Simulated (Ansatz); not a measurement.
Program: Ansatz. Geometries: PBE0-D4/def2-TZVP. ΔE: electronic, gas phase. CBS: MP2 limit from def2 TZ/QZ plus the TZ coupled-cluster correction, frozen cores. This one scheme is used for every species, atoms too. Functionals use def2-TZVPP. Open shells (•) are unrestricted, without spin–orbit coupling. Spin–orbit coupling would lower the free atoms: a little for F; clearly for Ge; strongly for Sn. def2 core potentials past Kr. Bonds to Ge, Sn are less sure, by a few kJ/mol each and by 10 to 20 or more in all where they break to atoms, as the def2 sets lack core-valence functions. Scalar relativity is left out up to krypton.

Reaction (atomization): `[F][Sn]([F])([F])[GeH3]` → 3 F• + Ge• + 3 H• + Sn•

```csv
level,ΔE (eV),difference from CCSD(T)/CBS
BLYP-D4,24.98,-0.49
r2SCAN-D4,25.14,-0.33
PBE0-D4,24.51,-0.96
BHLYP-D4,23.69,-1.78
ωB97M-V,24.86,-0.61
PBE-QIDH,24.50,-0.97
PBE,25.19,-0.28
BLYP,24.62,-0.85
r2SCANh,24.73,-0.74
r2SCAN0,24.22,-1.25
BHLYP,23.44,-2.03
LC-ωPBE,24.97,-0.50
CCSD(T)/def2-SVP,22.92,-2.55
SCS-MP2/def2-TZVPP,24.69,-0.78
MP2/def2-QZVPP,25.67,0.20
HF/CBS(def2),17.35,-8.12
CCSD(T)/CBS,25.47,0
```

Largest T1 diagnostic among the species: 0.014.

At CCSD(T), def2-SVP lies −2.55 eV from the extrapolated value and def2-TZVPP −0.97 eV: correlation converges slowly with the basis, and small sets miss more of it in the bonded molecule than in its fragments. From BLYP to BHLYP (50 % exact exchange), in def2-TZVPP and without D4, ΔE moves by −1.18 eV: exact exchange takes away binding that semilocal exchange gives to molecules. The D4 term adds +0.28 eV with B3LYP and +0.15 eV with PBE0; it sums over pairs of atoms, weighted by their polarisabilities, and B3LYP, whose exchange is more repulsive, gets the larger term.

B3LYP here is the variant with VWN-RPA as its local correlation; programs differ in this.

For atomizations the MP2-based limit and the directly extrapolated one differ by several kJ/mol either way, and by 10 to 25 for some Ge, Se and Sn compounds, so smaller differences from it don't rank the levels.
